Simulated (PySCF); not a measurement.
Stationary points of [TcSe3]+

Method: PBE0 in PySCF with Tc def2-SVP with ECP28, Se def2-SVP; scalar-relativistic core potentials, no spin–orbit coupling; density-fitted integrals.

Relaxations began from a few typed shapes. The search is not exhaustive: other isomers or separated fragments can lie lower, and high-lying points may rest on an excited occupation.

(1) Which is the lowest minimum found?
A. singlet C3v: Tc–Se 2.194 Å (×3); Se–Tc–Se 107.9° (×3)
B. singlet D3h: Tc–Se 2.209 Å (×3); Se–Tc–Se 120.0° (×3)

Results:

(1) A. The others lie at 101.9 (singlet D3h, a saddle point) kJ/mol above it.

Formally Tc is in oxidation state +7, d0. A d0 centre has no lone pair, yet it is C3v rather than trigonal planar: covalent bonding through the d orbitals favours lower symmetry. The polar-tensor charge on Tc, 0.85, is far below the formal one.
